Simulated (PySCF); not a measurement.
Be(H)(NH2) (BeH3N), SMILES [BeH][NH2].

Coordinates come from a TPSSh-D3(BJ)/def2-TZVPD optimisation.

Computed with PySCF with TDA-CAM-B3LYP/def2-TZVPD.

Vertical excitations.  State labels are in the subgroup C2v.

Computed lowest excited states:
```csv
state,symmetry,energy (eV),λ (nm),f,main pairs
S1,A2,5.86,211,0.000,"HOMO→LUMO+1 81 %, HOMO→LUMO+4 17 %"
S2,B1,6.11,203,0.079,HOMO→LUMO 95 %
S3,A1,7.42,167,0.105,HOMO→LUMO+2 89 %
S4,B2,7.60,163,0.169,HOMO−1→LUMO+1 87 %
S5,A2,7.63,162,0.000,"HOMO→LUMO+4 73 %, HOMO→LUMO+1 14 %, HOMO→LUMO+7 11 %"
S6,B1,7.95,156,0.005,"HOMO→LUMO+3 78 %, HOMO→LUMO+6 19 %"
S7,B1,8.30,149,0.197,HOMO−1→LUMO+2 82 %
S8,A1,8.52,146,0.017,"HOMO−1→LUMO 70 %, HOMO→LUMO+5 22 %"
S9,A1,8.59,144,0.301,"HOMO→LUMO+5 62 %, HOMO−1→LUMO 25 %"
S10,B1,8.88,140,0.014,"HOMO→LUMO+6 68 %, HOMO→LUMO+3 19 %"
T1,B1,5.73,216,0,HOMO→LUMO 91 %
T2,A2,5.76,215,0,"HOMO→LUMO+1 78 %, HOMO→LUMO+4 19 %"
T3,A1,6.14,202,0,"HOMO→LUMO+2 72 %, HOMO→LUMO+5 22 %"
T4,B2,6.49,191,0,"HOMO−1→LUMO+1 75 %, HOMO−1→LUMO+4 21 %"
```
Triplets are in the Tamm–Dancoff approximation.
